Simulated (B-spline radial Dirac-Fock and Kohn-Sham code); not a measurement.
Core-level shifts of thulium with charge state

Method: multi-electron Dirac-Fock with separately optimised hole states, Breit and Lamb-shift corrections added in first order. Computed with a B-spline atomic structure program. Each ion is free and in its tabulated ground configuration. Electron correlation is not included.

Reference: Tm⁴⁴⁺, [Ar] 3d7, with K 61810.5 eV, L1 12478.9 eV, L3 11012.0 eV, M1 4451.7 eV, M3 4016.4 eV, Kα1 (K-L3) 50798.4 eV, Kβ1 (K-M3) 57794.1 eV, Lℓ (L3-M1) 6560.3 eV. Shifts from it, in eV (a dash: the subshell is empty, belongs to an open shell averaged over j, or its hole state is left out as unreliable):

```csv
ion,configuration,K,L1,L3,M1,M3,Kα1,Kβ1,Lℓ
Tm⁴⁵⁺,[Ar] 3d6,+154.6,+148.8,+149.6,+111.2,+109.9,+5.03,+44.68,+38.34
Tm⁴⁶⁺,[Ar] 3d5,+311.6,+299.7,+301.2,+223.6,+221.1,+10.37,+90.51,+77.59
Tm⁴⁷⁺,[Ar] 3d4,+471.0,+452.6,+455.0,+337.2,+333.5,+16.02,+137.50,+117.77
Tm⁴⁸⁺,[Ar] 3d3,+632.8,+607.5,+610.8,+451.9,+447.1,+21.99,+185.66,+158.86
Tm⁴⁹⁺,[Ar] 3d2,?,?,?,?,?,?,?,?
Tm⁵⁰⁺,[Ar] 3d1,+963.6,+923.4,+928.7,+684.9,+678.2,+34.92,+285.46,+243.77
```

Question: Give the missing shifts for Tm⁴⁹⁺.

Answer: K +797.0, L1 +764.4, L3 +768.7, M1 +567.9, M3 +562.0, Kα1 +28.29, Kβ1 +234.98, Lℓ +200.86 (eV).

Over this range K (1s) moves by +963.6 eV and Kα1 by +34.9 eV: a line is a difference of two levels that shift in the same direction.
